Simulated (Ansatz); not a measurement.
`[GaH2][CH2][GeH3]` + PH₃ → `[PH2][GaH2]` + `[CH3][GeH3]` at 600 K and 1 bar (ligand exchange at a Ga–C bond).

Isolated molecules relaxed with PBE0-D4/def2-TZVP in Ansatz; ΔE leaves out vibrations. CCSD(T)/CBS adds triple-zeta CCSD(T) − MP2 to the extrapolated MP2 energy (def2 sets, frozen cores). This one scheme is used for every species. For Ga, Ge outer-core shells are correlated without core-valence functions, which leaves a few kJ/mol of doubt a bond. Scalar relativity is left out up to krypton.

```csv
species,CCSD(T)/CBS energy (Eh),H − E (kJ/mol),S (J/(mol·K))
`[GaH2][CH2][GeH3]`,-4042.29238,224.8,442.6
PH₃,-342.72256,86.3,240.2
`[PH2][GaH2]`,-2267.26620,120.0,347.4
`[CH3][GeH3]`,-2117.76728,197.4,330.8
```

H − E and S are ideal-gas, rigid-rotor, harmonic terms from PBE0-D4/def2-TZVP. 1 Eh = 2625.50 kJ/mol, R = 8.31446 J/(mol·K).

**Question.** By hand: ΔE, ΔH, ΔS and ΔG.

**Answer.** ΔE = (-2267.26620) + (-2117.76728) − (-4042.29238) − (-342.72256) = -0.01854 Eh = -48.7 kJ/mol. Δ(H − E) = 120.0 + 197.4 − 224.8 − 86.3 = 6.3, so ΔH = -42.4 kJ/mol. ΔS = 347.4 + 330.8 − 442.6 − 240.2 = -4.6 J/(mol·K). ΔG = -42.4 − 600 × (-4.6)/1000 = -39.6 kJ/mol.

**Question.** By hand: the equilibrium constant, and the temperature at which ΔG would vanish if ΔH and ΔS stayed fixed.

**Answer.** log₁₀ K = −ΔG/(RT ln 10) = 3.4. ΔG = 0 at ΔH/ΔS = 9217 K, far beyond where these terms or the molecules hold.

The number of gas molecules stays the same, so ΔS is small and ΔH decides. A doubt of 5 kJ/mol in ΔE shifts log₁₀ K by 0.4 here. These are equilibria of isolated gas molecules and say nothing of rates. Largest T1 diagnostic: 0.014 (customary marks: 0.02 for closed shells, 0.045 for open ones).
